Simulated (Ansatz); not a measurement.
The cluster SnPt₄⁻. Total charge -1; doublet. Geometry PBE-D4/def2-SVPD.

```xyz
5

Pt    0.378    0.763    0.054
Pt    0.985   -1.643   -0.802
Pt   -1.216   -0.484   -1.617
Pt    0.870    2.656    1.459
Sn   -1.017   -1.292    0.905
```

In the def2 sets Pt, Sn take a core potential; there is no spin–orbit coupling. At PBE-D4/def2-TZVPD, r2SCAN-D4/def2-TZVPD, B97M-V/def2-TZVPD, r2SCANh-D4/def2-TZVPD and others the charge -1 doublet is spin-contaminated (final ⟨S²⟩ up to 1.23, 0.75 for a pure state). Another isomer (doublet) lies 0.77 eV lower at PBE0-D4/def2-TZVPD; other spin states weren't run for this one.

Q: Estimate the α-spin orbital energies around the gap (eV) in Ansatz with PBE-D4/def2-TZVPD, r2SCAN-D4/def2-TZVPD, B97M-V/def2-TZVPD, r2SCANh-D4/def2-TZVPD, PBE0-D4/def2-TZVPD.

A: 
| orbital | PBE-D4/def2-TZVPD | r2SCAN-D4/def2-TZVPD | B97M-V/def2-TZVPD | r2SCANh-D4/def2-TZVPD | PBE0-D4/def2-TZVPD |
| --- | --- | --- | --- | --- | --- |
| HOMO−9 | -2.06 | -2.12 | -2.03 | -2.43 | -2.95 |
| HOMO−8 | -1.74 | -1.91 | -1.95 | -2.36 | -2.79 |
| HOMO−7 | -1.51 | -1.70 | -1.75 | -2.17 | -2.61 |
| HOMO−6 | -1.48 | -1.65 | -1.72 | -2.13 | -2.55 |
| HOMO−5 | -1.45 | -1.57 | -1.50 | -1.92 | -2.22 |
| HOMO−4 | -0.93 | -1.19 | -1.06 | -1.55 | -2.09 |
| HOMO−3 | -0.86 | -1.08 | -0.98 | -1.52 | -2.05 |
| HOMO−2 | -0.72 | -0.96 | -0.91 | -1.44 | -1.82 |
| HOMO−1 | -0.69 | -0.91 | -0.81 | -1.29 | -1.64 |
| HOMO | -0.62 | -0.87 | -0.69 | -1.19 | -1.58 |
| LUMO | -0.31 | -0.22 | -0.20 | 0.13 | 0.46 |
| LUMO+1 | 0.42 | 0.53 | 0.45 | 0.76 | 1.12 |
| LUMO+2 | 1.12 | 1.27 | 1.09 | 1.48 | 1.74 |
| LUMO+3 | 1.24 | 1.38 | 1.28 | 1.60 | 1.96 |
| LUMO+4 | 1.67 | 1.85 | 1.67 | 2.07 | 2.34 |
| LUMO+5 | 2.16 | 2.47 | 2.07 | 2.61 | 2.64 |
| β HOMO | -0.62 | -0.89 | -0.71 | -1.36 | -1.51 |
| β LUMO | -0.31 | -0.18 | -0.11 | 0.15 | 0.78 |
